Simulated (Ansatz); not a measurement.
Mulliken charges of CH$_{5}$SSb, SMILES `C[S][SbH2]` from B3LYP/def2-TZVPP in Ansatz (PBE0-D4/def2-TZVP geometry).

```tsv
atom	x (Å)	y (Å)	z (Å)	charge (e)
C1	-0.802	1.144	-0.517	-0.279
S2	-0.288	0.242	0.971	-0.297
Sb3	1.103	-1.454	-0.044	0.404
H4	-1.370	0.510	-1.197	0.121
H5	0.049	1.580	-1.039	0.121
H6	-1.450	1.951	-0.171	0.120
H7	2.392	-1.283	1.068	-0.096
H8	0.458	-2.747	0.872	-0.095
```

Question: By hand: the dipole of these point charges (1 e Å = 4.8032 D).

Answer: Σ q r = (0.148, -0.107, -0.638) e Å, of length 0.664 e Å = 3.19 D.

Question: How does the dipole of the full density compare? (An estimate is asked.)

Answer: Ansatz gave: (0.032, 0.010, -0.364) e Å, 1.76 D; the point charges give 1.81 times that, at 13° from its direction.

Point charges leave out the atoms' own dipoles, such as those of lone pairs, and Mulliken's split depends on the basis, so the two needn't agree.

B3LYP here is the variant with VWN-RPA as its local correlation; programs differ in this.
